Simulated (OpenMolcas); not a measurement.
**V2+: effect of the metal basis**

V2+ with 6 ligands (fluoride) in octahedral coordination (Oh) at 2.1 Å. A charge of +0.667 e stands 2.4 Å behind each ligand.

* Program: OpenMolcas 26.06
* Method: SS-CASPT2, IPEA 0.25 Eh, imaginary shift 0.1 Eh (closed shells correlated: 3s 3p and the ligand valence shells)
* Spin-orbit coupling: state interaction with AMFI integrals over the reference wave functions

Fixed: ligand basis ANO-RCC-VDZP, active space 3 electrons in 5 orbitals (3d), DKH2 Hamiltonian.

States (labels of O, the rotations of Oh). Energies in cm-1 above the lowest state or level, χT in cm3 K/mol.

| Run | Metal basis | Ground state | First state of that spin | First gap with spin-orbit (degeneracies) | χT at 300 K | First state of another spin | Cost |
| --- | --- | --- | --- | --- | --- | --- | --- |
| A | ANO-RCC-VDZP | 4A2 | 4T2 9880 | 9810 (4, 2) | 1.851 | 2E 13780 | roughly 80 core-seconds |
| B | ANO-RCC-VTZP | 4A2 | 4T2 9700 | 9630 (4, 2) | 1.851 | 2E 13050 | roughly 2.6 core-minutes |

Against A, the first state of the same spin changes by -1.8 % in B.

Costs are those of the CASPT2 steps.

Roots that are degenerate in the reference are averaged as groups; the widest CASPT2 spread within a group is 220 cm-1 (the 3-fold group of multiplicity 4 near 24000 cm-1 above the lowest state of its run, B). Shifts and gaps below about the spread of the groups concerned are not significant. Over all roots computed the reference weight is 0.71 to 0.72 in A, 0.70 to 0.71 in B; a low but even weight reflects the number of correlated electrons. Ligand-to-metal charge-transfer states are missing. These CASPT2 states fit no ligand-field parameters well, so their order and spin gaps are uncertain. With no ligand orbital active B as a rule stays too high, so bands that hang on it stand too high and its fall with covalency is understated. With one d shell and no ligand orbital active, 10Dq can be off by tens of per cent for divalent 3d ions, low with halides held by bare charges and at times high in hosts. Free-ion shares, where given, are those of the reference states; single-state CASPT2 does not remix them. No measured value stands beside these numbers; the geometry was imposed, not optimised, and the real ion may take another.
